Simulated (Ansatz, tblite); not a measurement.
Removing and adding an electron: the cluster As₆P₂ (the lowest singlet isomer of a short search). Total charge 0; singlet. Geometry: PBE-D4/def2-SVP. Ansatz, gas phase; energy differences of separate SCF runs; the oxidised species was run as a doublet alone; the reduced species was run as a doublet alone.

```xyz
8

P     0.764   -1.699   -0.413
P     0.701    1.669   -1.088
As   -1.443   -0.188    2.258
As   -1.475    0.846   -1.345
As   -1.496   -1.250    0.058
As    0.469   -0.297   -2.427
As    1.846    0.209    0.446
As    0.633    0.711    2.511
```

The xTB rows come from tblite. HOMO above LUMO, or a gap near zero within one spin, warns that the state may not be the lowest or that an electron is smeared out. The structure comes from a short search, and lower isomers may exist.

```tsv
level	−HOMO (eV)	vertical IE (eV)	−LUMO (eV)	vertical EA (eV)	HOMO–LUMO gap (eV)	IE − EA (eV)	remarks
GFN1-xTB	9.16	12.26	7.72	4.44	1.44	7.82	–
GFN2-xTB	9.45	11.61	7.83	5.60	1.62	6.00	–
PBE-D4/def2-SVP	5.74	7.90	4.02	1.85	1.72	6.06	HOMO above zero (-1 doublet), gap within one spin near zero (+1 doublet), restricted SCF unstable in HF (singlet)
PBE0-D4/def2-SVP	6.67	8.18	3.51	2.03	3.16	6.15	restricted SCF unstable in HF (singlet)
```

Relaxing the reduced species (PBE-D4/def2-SVP) changes its energy by -0.12 eV at PBE-D4/def2-SVP, so the adiabatic electron affinity to this nearest minimum is 1.97 eV. At PBE0-D4/def2-SVP it is 2.15 eV. The highest occupied level of the relaxed charge -1 doublet lies above zero (up to 0.11 eV). By energy differences its removal costs 1.97 eV (each at its own geometry, to the charge 0 singlet, at PBE-D4/def2-SVP); self-interaction error and the lack of diffuse functions both raise the level.     A HOMO above zero means that the electron is unbound at that level or that self-interaction error raises the level; the energy of removing that electron tells which. Raw xTB energy differences between charge states are shifted by several eV; the methods need an empirical correction for them. Sets without diffuse functions give affinities that are too small.
